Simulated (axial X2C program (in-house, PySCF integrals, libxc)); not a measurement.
SrF along the bond: HF, with spin–orbit coupling

Computed with an in-house all-electron X2C program for linear molecules (integrals from PySCF). Two-component (2c) means X2C with spin–orbit coupling and atomic mean-field two-electron Coulomb and Gaunt terms. Basis: Sr dyall-cv3z [13s12p8d5f1g], F dyall-av3z [7s6p3d2f] (cores contracted in-house); Gaussian nuclei, density fitting, unrestricted open shells. Masses: Sr 87.906 u, F 18.998 u.

State: Ω = 1/2 (⟨Sz⟩ = 0.50, ⟨Lz⟩ = 0.00 at HF). Dipoles are positive if F is the positive end.

```tsv
R (Å)	μ (D)	HOMO (eV)	LUMO (eV)
1.800	-1.076	-4.77	0.18
1.883	-1.597	-4.90	0.14
1.945	-1.983	-5.00	0.10
2.007	-2.368	-5.09	0.06
2.069	-2.751	-5.18	0.03
2.141	-3.197	-5.29	-0.02
2.214	-3.642	-5.39	-0.06
2.307	-4.215	-5.51	-0.12
2.421	-4.918	-5.65	-0.20
2.586	-5.945	-5.84	-0.31
```

Problem. The minimum lies at 2.103 Å. What is the dipole moment there, and its slope?

Solution. At HF, 2c, with the sign and origin stated: μ = -2.96 D, dμ/dR = -6.16 D/Å.

One determinant describes the state; a PBE0 search over occupations chose it and may have missed a lower one.
